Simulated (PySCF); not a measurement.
C₈H₁₂Sn, SMILES C=[CH][Sn]([CH]=C)([CH]=C)[CH]=C.

Geometry: B3LYP-D3(BJ)/def2-SVP. The isomer is the one that the SMILES or the coordinates give; other isomers of the formula were not compared. The def2 effective core potentials stand for the cores of Sn; spin–orbit coupling is left out. Other conformers were not sampled.

Computed with B3LYP-D3(BJ)/def2-SVP (PySCF).

Frequencies are harmonic and unscaled.

Computed vibrational spectrum:
```csv
mode,ν (cm⁻¹),IR (km/mol),moving atoms (share of kinetic energy)
1,42,0.0,"C 67 %, H 25 %, Sn 8 %"
2,45,0.1,"C 67 %, H 26 %"
3,49,0.1,"C 65 %, H 27 %"
4,52,0.0,"C 69 %, H 29 %"
5,78,0.5,"C 66 %, H 21 %, Sn 12 %"
6,103,0.4,"C 57 %, H 38 %"
7,122,1.0,"C 54 %, H 41 %"
8,126,1.2,"C 55 %, H 41 %"
9,135,1.0,"C 48 %, H 45 %"
10,257,1.7,"C 68 %, H 25 %"
11,277,5.8,"C 66 %, H 24 %, Sn 10 %"
12,279,6.3,"C 66 %, H 24 %, Sn 10 %"
13,298,12.2,"C 66 %, H 20 %, Sn 14 %"
14,454,9.9,"H 63 %, C 36 %"
15,469,23.3,"H 50 %, C 49 %"
16,480,58.6,"H 55 %, C 38 %"
17,509,44.8,"H 57 %, C 42 %"
18,511,45.0,"C 59 %, H 39 %"
19,522,3.7,"C 65 %, H 29 %"
20,526,64.3,"C 61 %, H 26 %, Sn 13 %"
21,529,37.4,"C 65 %, H 23 %, Sn 12 %"
22,978,20.0,"H 72 %, C 28 %"
23,981,19.1,"H 72 %, C 28 %"
24,983,16.8,"H 72 %, C 28 %"
25,985,21.6,"H 72 %, C 28 %"
26,989,2.3,"H 88 %, C 12 %"
27,992,14.9,"H 87 %, C 13 %"
28,993,13.3,"H 87 %, C 12 %"
29,998,13.1,"H 87 %, C 13 %"
30,1036,4.4,H 94 %
31,1038,17.6,H 94 %
32,1039,12.5,H 94 %
33,1041,7.2,H 94 %
34,1251,19.0,"H 72 %, C 28 %"
35,1252,14.0,"H 72 %, C 28 %"
36,1253,13.1,"H 73 %, C 27 %"
37,1262,5.3,"H 74 %, C 26 %"
38,1413,4.7,"H 83 %, C 17 %"
39,1413,5.5,"H 83 %, C 17 %"
40,1415,6.1,"H 83 %, C 17 %"
41,1416,10.3,"H 83 %, C 17 %"
42,1653,5.4,"C 84 %, H 16 %"
43,1654,2.0,"C 84 %, H 16 %"
44,1656,2.2,"C 84 %, H 16 %"
45,1658,1.5,"C 84 %, H 16 %"
46,3097,18.8,H 95 %
47,3097,19.8,H 95 %
48,3097,25.8,H 95 %
49,3098,20.0,H 95 %
50,3131,8.8,"H 92 %, C 8 %"
51,3132,13.3,"H 92 %, C 8 %"
52,3133,13.7,"H 92 %, C 8 %"
53,3135,7.7,"H 91 %, C 9 %"
54,3186,15.2,"H 89 %, C 11 %"
55,3186,8.6,"H 89 %, C 11 %"
56,3187,9.4,"H 89 %, C 11 %"
57,3187,12.1,"H 89 %, C 11 %"
```
